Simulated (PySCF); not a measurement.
## H$_{6}$BSi$_{2}$, SMILES `[SiH3][B][SiH3]` (charge 0, multiplicity 2)

These are PBE0-D3(BJ)/def2-TZVP (PySCF) values and carry that method's errors.

| Property | Result |
|---|---|
| highest occupied spin orbital | -5.69 eV |
| dipole moment | 0.21 D |
| total energy | -607.0680 Ha |
| cost | around 2.8 core-minutes (rough) |

Bonded distances (Å): Si1–B2 1.960, Si1–H4 1.494, Si1–H5 1.490, Si1–H6 1.490, B2–Si3 1.960, Si3–H7 1.494, Si3–H8 1.490, Si3–H9 1.490. Bond angles (°): B2–Si1–H4 102.9, B2–Si1–H5 114.3, B2–Si1–H6 114.3, H4–Si1–H5 108.6, H4–Si1–H6 108.6, H5–Si1–H6 107.9, Si1–B2–Si3 173.5, B2–Si3–H7 102.8, B2–Si3–H8 114.3, B2–Si3–H9 114.3, H7–Si3–H8 108.6, H7–Si3–H9 108.6, H8–Si3–H9 107.9.
Charge 0, spin multiplicity 2.
